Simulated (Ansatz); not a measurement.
## Worked example: the enthalpy of C4H9Br + CH2ClF → C4H10 + CHBrClF

Species: C4H9Br (2-bromo-2-methylpropane) `CC(C)(C)Br`, singlet; CH2ClF (chlorofluoromethane) `FCCl`, singlet; C4H10 (isobutane) `CC(C)C`, singlet; CHBrClF (bromochlorofluoromethane) `FC(Cl)Br`, singlet. The partners trade Br for H; both sit on C, so the bond types are kept.

Shapes, held fixed at every level: PBE0-D4/def2-TZVP. Programs: Ansatz 0.2.0. The zero-point and thermal terms to 298 K, harmonic and unscaled (PBE0-D4/def2-TZVP), stand in the table.

At PBE0-D4/def2-TZVPP; 1 Eh = 2625.50 kJ/mol:

```
species   energy (Eh)  H(298 K) − E (kJ/mol)  tabulated ΔfH (kJ/mol)
 C4H9Br  -2731.587750                  340.2                  -132.4
 CH2ClF   -599.125200                   93.0                  -263.7
  C4H10   -158.318212                  362.7                  -135.4
CHBrClF  -3172.383239                   69.2                  -231.8
```

Work out the reaction enthalpy at 298 K from the calculation and from the table of heats.


1. Electronic: (-158.318212) + (-3172.383239) − [(-2731.587750) + (-599.125200)] = 0.011499 Eh = +30.2 kJ/mol.
2. Zero-point and thermal: (362.7) + (69.2) − [(340.2) + (93.0)] = -1.3 kJ/mol.
3. Computed ΔH = +28.9 kJ/mol.
4. From the heats of formation (Active Thermochemical Tables, CRC Handbook of Chemistry and Physics): (-135.4) + (-231.8) − [(-132.4) + (-263.7)] = +28.9 kJ/mol.
5. Computed less tabulated: 0.0 kJ/mol. Tabulated heats carry uncertainties of their own.

Relativity is left out for Br unless named.
